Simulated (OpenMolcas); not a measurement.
**Tl⁺: CASPT2 settings compared**

```json
{
  "Program": "OpenMolcas 26.06",
  "Basis": "ANO-R1 [7s6p4d2f]",
  "Scalar Hamiltonian": "X2C, finite nucleus",
  "Active space": "2 electrons in 4 orbitals (6s 6p)",
  "State averaging": "2S+1 = 3 even, 3 roots (0 in the spin-orbit step); 2S+1 = 1 even, 1 root kept (CI in the orbitals of an earlier block); 2S+1 = 3 odd, 3 roots; 2S+1 = 1 odd, 3 roots kept (CI in the orbitals of an earlier block)",
  "Spin-orbit coupling": "RASSI with atomic mean-field integrals over the reference wave functions, term energies averaged over their components"
}
```

Methods on the same reference wave functions:
A. CASSCF
B. SS-CASPT2, IPEA 0.2 Eh, imaginary shift 0.05 Eh (closed shells correlated: 5d)
C. SS-CASPT2, IPEA 0.75 Eh, imaginary shift 0.15 Eh (closed shells correlated: none)
D. SS-CASPT2, IPEA 0.75 Eh, sigma2 regulariser 0.5 Eh (closed shells correlated: 4f 5s 5p 5d)

Energies in cm-1 above 6s2 1S0, the measured ground level; measured values from NIST Handbook of Basic Atomic Spectroscopic Data.

```
      Level      A      B      C      D  Measured
    6s2 1S0    0.0    0.0    0.0    0.0       0.0
6s 6p 3P* 0  44081  51149  45018  51282     49451
6s 6p 3P* 1  46789  53448  47645  53633     52394
6s 6p 3P* 2  54692  61760  55629  61893     61728
6s 6p 1P* 1  77787  74900  76042  75902     75663
```

Deviations, from unrounded energies. A percentage is the sum of absolute deviations over the sum of measured energies, with the sign that they share, or ± where signs differ.

```
           Against measurement  Levels     A     B     C     D
mean absolute deviation (cm-1)       4  5000   890  3900   870
      other configurations (%)       4  ±8.4  ±1.5  ±6.5  +1.5
```

B, D lie about equally close to measurement and A furthest from it. The largest miss of D in the table is 6s 6p 3P* 0, by +1800 cm-1. The ranking rests on the paired levels alone, and a cruder setting can come out closer through cancelling errors.

Among B to D the level of the table that moves most is 6s 6p 3P* 0, by 6300 cm-1 (lowest in C, highest in D).

The lowest spin-free term lies below A's lowest term by 0.324 hartree in B, 0.005 hartree in C, 0.454 hartree in D.

Some high roots are left out of the spin-orbit mixing, which shifts the levels that they would mix with. Terms from blocks run as CI alone lack orbitals of their own. Spin-orbit splittings of 6p shells tend to come out small when the coupling is added on scalar orbitals. Measured partners are found by configuration, term and J. A level has none where our copy of the source lacks it or the pairing is in doubt (some pairs that miss far off the trend of their configuration count as doubtful), and it then counts in no deviation. Only configurations of the active space appear.

* marks odd parity.
